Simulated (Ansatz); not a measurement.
```yaml
atoms:
  - { symbol: Si, position_ang: [0.0000, 0.0000, 0.0793] }
  - { symbol: H, position_ang: [0.0000, 4.2398, -1.2688] }
  - { symbol: H, position_ang: [1.2239, -0.7066, -0.3701] }
  - { symbol: H, position_ang: [-1.2239, -0.7066, -0.3701] }
```

Basis set: pcseg-2 (spherical functions). Charge 0, multiplicity 2.

Computed with Ansatz (development build ahead of 0.2.0); each method stands on the lowest determinant of its kind that the runs found. Restricted functionals stand beside restricted open-shell atoms, which can lie above the unrestricted atoms usual in DFT and then raise those values.

(1) Give the atomization energy at this shape (free ground-state atoms in the same class of orbitals less the molecule, no zero-point energy) of doublet SiH₃ in separate pieces by ωB97X (unrestricted), ωB97X (restricted open-shell).

Answers

(1)

```tsv
method	atomization energy
ωB97X (unrestricted)	146.57 kcal/mol
ωB97X (restricted open-shell)	147.23 kcal/mol
```

Caution: charge can spread falsely over distant fragments. Caution for ωB97X (unrestricted): the unrestricted determinant is spin contaminated.

The shape needn't be a minimum at these levels.
